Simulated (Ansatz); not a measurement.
C₄H₅, doublet, geometry from GFN2-xTB; R2SCAN/cc-pVDZ in Ansatz (a quantum-chemistry and plane-wave program).

Input for Ansatz:
Ansatz 0.2 input:
```yaml
crystal:
  periodic: [false, false, false]
  atoms:
    - {symbol: C, position_ang: [-0.01669866, -0.14473260, 2.05451619]}
    - {symbol: C, position_ang: [-0.00572650, -0.05021694, 0.70569704]}
    - {symbol: C, position_ang: [0.00420741, 0.03413279, -0.51310411]}
    - {symbol: C, position_ang: [0.01585773, 0.13725248, -1.95067878]}
    - {symbol: H, position_ang: [-0.94506085, -0.19981979, 2.59400011]}
    - {symbol: H, position_ang: [0.90273351, -0.16585290, 2.61141141]}
    - {symbol: H, position_ang: [-0.00059800, 1.18728795, -2.25276024]}
    - {symbol: H, position_ang: [0.91722312, -0.32377874, -2.35724285]}
    - {symbol: H, position_ang: [-0.86013765, -0.35645090, -2.37399048]}
basis:
  gaussian:
    orbitals: cc-pVDZ
hamiltonian:
  xc: r2scan
magnetization: {spin_polarized: true, initial_magnetization: 1}
```

It wrote (shortened):

```
Functional definition: r2SCAN
1010 factors; their error is unknown
mean field evaluation 1: about -4217.5492 eV, gradient 3.5e1 eV
mean field evaluation 2: about -4217.3488 eV, gradient 3.5e1 eV
mean field evaluation 4: about -4224.1422 eV, gradient 3.6e0 eV
mean field evaluation 8: about -4224.2191 eV, gradient 1.7e-1 eV
mean field evaluation 16: about -4224.1935 eV, gradient 1.0e-3 eV
mean field -4224.19348842 eV, -155.2362474383 hartree, gradient 5.2e-5 eV, S^2 0.778659; 0 other end points of the search recorded, 0 dependent functions left out
reference -4224.19349819 eV, -155.2362477974 hartree; 15, 14 occupied and 66, 67 virtual orbitals, 1010 factors
Total energy: -4224.19349819 eV, -155.2362477974 hartree
```
